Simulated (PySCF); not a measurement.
Ge(F)(Cl)2(NH2) (Cl2FGeH2N), SMILES [F][Ge]([NH2])([Cl])[Cl].

The structure is a stationary point at B3LYP-D3(BJ)/def2-SVP. This is a generated structure with no PubChem entry under its InChIKey; it may be hypothetical. The values are those of a single conformer.

These are PBE/def2-TZVP (PySCF) values and carry that method's errors.

Task: Estimate the frontier levels, gap, dipole moment and polarisability. (An estimate is asked for; the answer gives what the named calculation found.)

Result: 
```
Item                                                                                                           Result
---------------------------------------------------------------------------------------------  ----------------------
highest occupied level                                                                                       -7.18 eV
lowest empty level                                                                                           -2.35 eV
orbital gap                                                                                                   4.83 eV
dipole moment                                                                                                  2.89 D
quadrupole, principal values (traceless, Buckingham form, about the centre of nuclear charge)  -7.30, -0.40, 7.70 D·Å
mean static polarisability                                                                       59.8 bohr³ (8.87 Å³)
polarisability, principal values                                                               48.6, 61.6, 69.4 bohr³
```
